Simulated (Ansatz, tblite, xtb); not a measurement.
How methods differ on AlNH3SCl (SMILES [NH2][Al]([SH])[Cl])

The species is AlNH3SCl (7 atoms), meant as a singlet with charge 0. As SMILES, `[NH2][Al]([SH])[Cl]`. The coordinates come from a PBE0-D4/def2-TZVP relaxation. This is one conformer, not always the lowest.

```xyz
7

N    -0.5988    1.0464    0.1381
Al   -0.1902   -0.6039   -0.2929
S     1.7424   -1.5064    0.1207
Cl   -1.6222   -1.7833   -1.2556
H     0.0079    1.7015    0.6017
H    -1.4944    1.4648   -0.0538
H     2.2165   -0.3871    0.6963
```

Quantity: the dipole moment, in D. The values are calculated.

```
                           level            kind  program  value (D)   CPU time
                        GFN2-xTB  semi-empirical   tblite       3.67  under 2 s
                       IPEA1-xTB  semi-empirical   tblite       5.17  under 2 s
                        GFN0-xTB  semi-empirical      xtb       3.58  under 2 s
                        GFN1-xTB  semi-empirical      xtb       4.49  under 2 s
PBE/6-31G* (Cartesian functions)             GGA   Ansatz       3.59      2.4 s
                     PBE/cc-pVDZ             GGA   Ansatz       3.19      2.7 s
                     PBE/cc-pVTZ             GGA   Ansatz       2.93        6 s
                     PBE/pcseg-2             GGA   Ansatz       3.06      5.1 s
                  PBE/def2-TZVPP             GGA   Ansatz       2.84      6.1 s
```

The values span 2.84 to 5.17 D. CPU times are rough (shared hosts, several kinds of processor): they show what a rung costs within a factor of a few.
